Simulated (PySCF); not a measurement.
# Electron correlation in I (iodine, neutral)

[Kr] 4d10 5s1 5p6, 2S determinant (an excited configuration). All numbers are calculated (PySCF 2.14, the spin-free X2C one-electron Hamiltonian (Gaussian nucleus), in ANO-RCC-VTZP (7s6p4d2f1g, 68 functions)). Frozen: [Kr] 4d10; 7 electrons correlated.

```json
{"level": "CCSD", "correlation energy (mhartree)": "-230.46"}
{"level": "(T)", "correlation energy (mhartree)": "-22.71"}
{"level": "CCSD(T)", "correlation energy (mhartree)": "-253.17"}
```

Diagnostics: T1 = 0.021, D1 = 0.0440, largest double amplitude 0.210.

A double-excitation amplitude exceeds 0.15, a sign of near-degeneracy.

Cost of the coupled-cluster step: of the order of 4 core-seconds, for 7 correlated electrons.

Iterations:

```
CC2 = 0
CCSD nocc = (np.int64(4), np.int64(3)), nmo = (45, 45)
frozen orbitals [[0, 1, 2, 3, 4, 5, 6, 7, 8, 9, 10, 11, 12, 13, 14, 15, 16, 17, 18, 19, 20, 21, 22], [0, 1, 2, 3, 4, 5, 6, 7, 8, 9, 10, 11, 12, 13, 14, 15, 16, 17, 18, 19, 20, 21, 22]]
max_cycle = 100
direct = 0
conv_tol = 1e-08
conv_tol_normt = 1e-06
diis_space = 8
diis_start_cycle = 0
Init t2, MP2 energy = -0.178031096574837
Init E_corr(UCCSD) = -0.178031096575257
cycle = 1  E_corr(UCCSD) = -0.203443253891318  dE = -0.0254121573  norm(t1,t2) = 0.141115
cycle = 2  E_corr(UCCSD) = -0.216322384841727  dE = -0.012879131  norm(t1,t2) = 0.0835811
cycle = 3  E_corr(UCCSD) = -0.23143311098981  dE = -0.0151107261  norm(t1,t2) = 0.0481236
cycle = 4  E_corr(UCCSD) = -0.229669996906277  dE = 0.00176311408  norm(t1,t2) = 0.00420056
cycle = 5  E_corr(UCCSD) = -0.230783787263881  dE = -0.00111379036  norm(t1,t2) = 0.0027687
cycle = 6  E_corr(UCCSD) = -0.230472868136938  dE = 0.000310919127  norm(t1,t2) = 0.0011097
cycle = 7  E_corr(UCCSD) = -0.230477785449547  dE = -4.91731261e-06  norm(t1,t2) = 0.000199079
cycle = 8  E_corr(UCCSD) = -0.230460279085661  dE = 1.75063639e-05  norm(t1,t2) = 8.16037e-05
cycle = 9  E_corr(UCCSD) = -0.230466178445033  dE = -5.89935937e-06  norm(t1,t2) = 1.90342e-05
cycle = 10  E_corr(UCCSD) = -0.230464378779398  dE = 1.79966563e-06  norm(t1,t2) = 6.37074e-06
cycle = 11  E_corr(UCCSD) = -0.230464258118199  dE = 1.20661199e-07  norm(t1,t2) = 4.94042e-07
cycle = 12  E_corr(UCCSD) = -0.23046426100253  dE = -2.88433136e-09  norm(t1,t2) = 4.71126e-08
UCCSD converged
E(UCCSD) = -7112.191550341119  E_corr = -0.2304642610025305
UCCSD(T) correction = -0.0227081557114256
```
